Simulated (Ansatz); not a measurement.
`[CH3][Ga]([Cl])[Cl]` + PH₃ → `[CH3][Ga-]([PH3+])([Cl])[Cl]`  (adduct formation)

Isolated molecules relaxed with PBE0-D4/def2-TZVP in Ansatz; ΔE leaves out vibrations. CBS: MP2 limit from def2 TZ/QZ plus the TZ coupled-cluster correction, frozen cores. This one scheme is used for every species. DFT in def2-TZVPP. HSE06 is defined as in plane-wave codes. For Ga outer-core shells are correlated without core-valence functions, which leaves a few kJ/mol of doubt a bond. Scalar relativity is left out up to krypton. One conformer a species, not always the lowest.

| level | ΔE (kcal/mol) | difference from CCSD(T)/CBS |
| --- | --- | --- |
| PBE-D4 | -14.1 | -0.1 |
| HSE06-D4 | -15.1 | -1.1 |
| BHLYP | -10.7 | 3.3 |
| HF/def2-SVP | -9.3 | 4.7 |
| MP2/def2-SVP | -12.8 | 1.2 |
| SCS-MP2/def2-TZVPP | -13.4 | 0.6 |
| MP2/def2-QZVPP | -15.4 | -1.4 |
| SCS-MP2/def2-QZVPP | -13.6 | 0.4 |
| HF/CBS(def2) | -8.7 | 5.3 |
| CCSD/CBS(def2) | -13.2 | 0.8 |
| CCSD(T)/CBS | -14.0 | 0 |

Largest T1 diagnostic among the species: 0.013.

At CCSD(T), def2-SVP lies +2.8 kcal/mol from the extrapolated value and def2-TZVPP +0.6 kcal/mol. The D4 term adds −5.2 kcal/mol with B3LYP and −2.9 kcal/mol with PBE0; it sums over pairs of atoms, weighted by their polarisabilities, and B3LYP, whose exchange is more repulsive, gets the larger term. From PBE to PBE0 (25 % exact exchange), in def2-TZVPP and without D4, ΔE moves by −1.4 kcal/mol.

B3LYP here is the variant with VWN-RPA as its local correlation; programs differ in this.

CCSD(T)/CBS has its own doubt, a few kJ/mol and more with outer-core shells, so smaller differences from it don't rank the levels.
